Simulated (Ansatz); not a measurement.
Isolated molecules relaxed with PBE0-D4/def2-TZVP in Ansatz; ΔE leaves out vibrations. CCSD(T)/CBS adds triple-zeta CCSD(T) − MP2 to the extrapolated MP2 energy (def2 sets, frozen cores). This one scheme is used for every species. DFT in def2-TZVPP. Open shells (•) are unrestricted, without spin–orbit coupling. Each species was taken in one conformer, which may not be the lowest.

Reaction (hydrogen abstraction from the N–H bond): `N[SiH](Cl)Cl` + `[OH]`• → `[NH][SiH](Cl)Cl`• + H₂O

`N[SiH](Cl)Cl`:

```xyz
7

N    -1.039   -0.306    0.256
Si    0.465    0.250   -0.284
Cl    0.911    1.938    0.772
Cl    2.026   -1.059   -0.011
H    -1.257   -0.318    1.240
H    -1.516   -1.038   -0.244
H     0.410    0.533   -1.728
```

`[OH]`•:

Cartesian coordinates in Å:
```
O 0.463 -0.132 0.068
H -0.463 0.132 -0.068
```

`[NH][SiH](Cl)Cl`•:

Cartesian coordinates in Å:
```
N 1.156 0.404 0.720
Si -0.060 -0.209 -0.354
Cl -1.235 -1.540 0.656
Cl -1.183 1.347 -1.055
H 0.770 0.894 1.530
H 0.552 -0.897 -1.498
```

H₂O:

Z-matrix (Å, degrees):
```
O
H 1 0.960
H 1 0.960 2 105.1
```

CCSD(T)/CBS gives -22.1 kJ/mol.

Another level gave -25.2 kJ/mol. Which?
A. r2SCAN/def2-TZVPP
B. LDA (SPW92)/def2-TZVPP
C. CAM-B3LYP-D4/def2-TZVPP
D. BLYP-D4/def2-TZVPP

A. r2SCAN -25.2, LDA (SPW92) -42.6, CAM-B3LYP-D4 -18.0, BLYP-D4 -31.6 kJ/mol.

What do rigid-rotor, harmonic-oscillator terms from PBE0-D4/def2-TZVP frequencies (298.15 K, 1 bar) make of the CCSD(T)/CBS value? (An estimate is asked.)

Ansatz gave: ΔZPE = -1.4 kJ/mol, ΔH = -22.7 kJ/mol, ΔS = 10 J/(mol·K), ΔG = -25.8 kJ/mol. Open shells count their whole term as degenerate.

Largest T1 diagnostic among the species: 0.011.

From r2SCAN to r2SCAN0 (25 % exact exchange), in def2-TZVPP and without D4, ΔE moves by +9.6 kJ/mol. Leaving LDA and LC-ωPBE aside and taking each functional with its dispersion term where it has one, the values, not all of them listed here, spread over 25.0 kJ/mol, from PBE-D4 to BHLYP-D4. LDA lies −8.8 kJ/mol from PBE without D4. At CCSD(T), def2-SVP lies +16.9 kJ/mol from the extrapolated value and def2-TZVPP +3.6 kJ/mol.
